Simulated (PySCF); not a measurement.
AlBrFH.

```xyz
4

Al    -0.5247     1.1128     0.0000
H     -2.0160     1.5678     0.0000
F      0.6748     2.2408     0.0000
Br     0.0790    -1.0343     0.0000
```
Charge 0, spin multiplicity 1.

Geometry: ωB97X-D3(BJ)/def2-TZVP.

All values below come from PySCF with PBE0/pcSseg-2. Non-relativistic, no solvent.

Computed absolute GIAO shielding of each atom: isotropic value and principal components (ppm):
| atom | σ(iso) | σ11 | σ22 | σ33 | span |
|---|---|---|---|---|---|
| Al1 | 407.5 | 359.6 | 373.4 | 489.5 | 129.8 |
| H2 | 26.4 | 22.0 | 24.1 | 33.1 | 11.1 |
| F3 | 310.2 | 224.5 | 315.3 | 390.9 | 166.4 |
| Br4 | 2619.8 | 2320.4 | 2525.8 | 3013.2 | 692.8 |
